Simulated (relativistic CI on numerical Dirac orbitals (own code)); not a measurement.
# d3 in a ligand field

Computed with a parametric ligand-field model of a d^n configuration (Racah B and C, spin-orbit zeta, crystal field), exact diagonalisation.

Field parameters in Wybourne normalisation: D4h B²₀ = −7Ds, B⁴₀ = 21(Dq − Dt), B⁴₄ = 21√(5/14) Dq; Oh B⁴₀ = 21Dq, B⁴₄ = √(5/14) B⁴₀; Td as Oh with Dq negative (B⁴₀ = 21Dq, B⁴₄ = √(5/14) B⁴₀). The field is a parameter set, without covalency.

Task: Ground term and bands for B = 860, C = 3470, ζ = 0 cm⁻¹, Td, 10Dq = -1800 cm⁻¹?

Result: Ground term 4T1 with 1.84 electrons in the two orbitals of the cubic e set. Spin-allowed: 4T2 1477 cm⁻¹, 4A2 3277 cm⁻¹ (3052 nm), 4T1 14054 cm⁻¹ (712 nm). Lowest spin-forbidden: 2E 13865 cm⁻¹ (721 nm), 2T2 14479 cm⁻¹ (691 nm), 2T1 14690 cm⁻¹ (681 nm).

Task: Ground term and bands for B = 470, C = 2250, ζ = 0 cm⁻¹, D4h, 10Dq = 20200, Ds = 3000, Dt = 780 cm⁻¹?

Result: Ground term 4B1 with 0.00 electrons in the two orbitals of the cubic e set. Spin-allowed: 4A2 9640 cm⁻¹ (1037 nm), 4E 10438 cm⁻¹ (958 nm), 4B2 20200 cm⁻¹ (495 nm), 4E 27787 cm⁻¹ (360 nm). Lowest spin-forbidden: 2E 7888 cm⁻¹ (1268 nm), 2A1 9986 cm⁻¹ (1001 nm), 2B1 10398 cm⁻¹ (962 nm).

Task: Ground term and bands for B = 700, C = 2840, ζ = 0 cm⁻¹, D4h, 10Dq = 14550, Ds = -1500, Dt = -540 cm⁻¹?

Result: Ground term 4B1 with 0.00 electrons in the two orbitals of the cubic e set. Spin-allowed: 4B2 14550 cm⁻¹ (687 nm), 4E 16789 cm⁻¹ (596 nm), 4E 24652 cm⁻¹ (406 nm), 4A2 29174 cm⁻¹ (343 nm). Lowest spin-forbidden: 2B1 13525 cm⁻¹ (739 nm), 2A1 13773 cm⁻¹ (726 nm), 2E 13956 cm⁻¹ (717 nm).

Task: Ground term and bands for B = 790, C = 3780, ζ = 0 cm⁻¹, Oh, 10Dq = 34350 cm⁻¹?

Result: Ground term 4A2 with 0.00 electrons in the two orbitals of the cubic e set. Spin-allowed: 4T2 34350 cm⁻¹ (291 nm), 4T1 43029 cm⁻¹ (232 nm), 4T1 71871 cm⁻¹ (139 nm). Lowest spin-forbidden: 2E 17503 cm⁻¹ (571 nm), 2T1 18081 cm⁻¹ (553 nm), 2T2 27536 cm⁻¹ (363 nm). With an A2 ground term the first spin-allowed band lies at |10Dq| itself.

Task: Ground term and bands for B = 650, C = 2860, ζ = 0 cm⁻¹, Td, 10Dq = -1450 cm⁻¹?

Result: Ground term 4T1 with 1.84 electrons in the two orbitals of the cubic e set. Spin-allowed: 4T2 1192 cm⁻¹, 4A2 2642 cm⁻¹, 4T1 10683 cm⁻¹ (936 nm). Lowest spin-forbidden: 2E 11163 cm⁻¹ (896 nm), 2T2 11684 cm⁻¹ (856 nm), 2T1 11838 cm⁻¹ (845 nm).
